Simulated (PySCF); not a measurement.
# Basis-set dependence of BeN at PBE0

PySCF, UKS reference; quartet, unpaired electrons σ ↑, π ↑↑; De to Be + N without counterpoise correction.

```tsv
basis	relativity	functions	Re (Å)	ωe (cm⁻¹)	De (eV)	μ (D)
3-21G	no relativity	18	1.643	924	1.77	-1.10
6-31G(d,p)	no relativity	28	1.605	939	1.99	-1.26
aug-pcseg-1	no relativity	36	1.620	900	1.92	-1.42
def2-TZVP	no relativity	50	1.605	944	2.01	-1.32
```

(1) How does each smaller set differ from the one with most functions, def2-TZVP?

A positive dipole means Be(−)N(+). 3-21G is very small, so such numbers show the basis as much as the molecule. The state was picked by a PBE0 search and need not be the measured ground state.

Answers

(1) 3-21G: +3.8 pm, -2.1 % in ωe, -0.24 eV in De; 6-31G(d,p): +0.0 pm, -0.5 % in ωe, -0.02 eV in De; aug-pcseg-1: +1.5 pm, -4.7 % in ωe, -0.09 eV in De. All at PBE0; the set with most functions is neither the basis-set limit nor always the best.
